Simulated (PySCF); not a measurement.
**Peak assignment**

Structure with atom numbers: `[CH3:1][O:2][CH2:3][C:4](=[O:5])[NH:6][SiH2:7][SiH3:8]` (H(Xn): hydrogen on atom n).

No solvent, relativity neglected, a single conformation, averaged over atoms made equivalent by symmetry, fast rotation or ring inversion. σ from GIAO-PBE0/pcSseg-1; coordinates at the GFN2-xTB level; PySCF.

Chemical shifts δ = σref − σ; ¹³C, ¹H vs TMS, all at this level.

**Question.** Assign these signals to the numbered atoms. ¹³C{¹H} NMR (computed): δ 179.9 (C), 76.8 (CH2), 60.3 (CH3).

**Answer.** 
179.9 → C4, amide carbonyl carbon: lone-pair donation from the attached heteroatom keeps it upfield of a ketone carbonyl
76.8 → C3, sp3 CH2 bonded to O, α to a carbonyl: deshielded by the electronegative neighbour
60.3 → C1, methyl carbon bonded to O: the inductive effect lowers its shielding

**Question.** Assign these signals to the numbered atoms. ¹H NMR (300 MHz, computed): δ 5.73 (br s, 1H), 4.71 (q, 2H), 4.00 (t, 3H), 3.86 (s, 2H), 3.40 (s, 3H).

**Answer.** 
```tsv
δ (ppm)	atoms	environment	reason
5.73	H(N6)	hydrogen on an amide-type nitrogen	labile proton, position sensitive to the medium
4.71	H(Si7)	hydrogen on a silicon bonded to N, Si	–
4.00	H(Si8)	hydrogen on a silicon bonded to Si	–
3.86	H(C3)	hydrogen on an sp3 CH2 bonded to O, α to a carbonyl	its carbon carries O, which withdraws density
3.40	H(C1)	hydrogen on a methyl carbon bonded to O	its carbon carries O, which withdraws density
```

OH and NH positions are those of a molecule without intermolecular hydrogen bonds; in solution they move with solvent, concentration and temperature, and exchange usually removes their couplings. Shifts are as computed. Against solution values, carbons near 30 ppm lie about +3 ppm off and those near 130 ppm about +5 ppm. Of 1211 compounds with measured shifts, 218 miss one by over three times the rms of a fit or turn the order of signals round; such compounds aren't used in these exercises. Hydrogen bonding in solution deshields acid and N–H amide carbonyl carbons by as much as 10 ppm beyond these values. No couplings were computed; multiplicities are counted from neighbouring protons, with m where these are inequivalent, close in shift, in a saturated or five-membered ring or joined by F or P, and br s for small geminal =CH2 splittings.
